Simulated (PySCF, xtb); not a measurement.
Cl3H3OSi2, SMILES [SiH3]O[Si](Cl)(Cl)Cl.

GFN2-xTB (xtb) at its own geometry gives an orbital gap of 6.11 eV and a dipole moment of 2.67 D.

Geometry optimised at PBE0-D3(BJ)/def2-SVP. One conformer was computed; it need not be the lowest.

Question: What does PySCF with PBE/def2-TZVP give? (An estimate is asked for; the answer gives what the named calculation found.)

Answer: gap 6.47 eV (levels -7.86 and -1.39 eV), dipole 1.44 D.
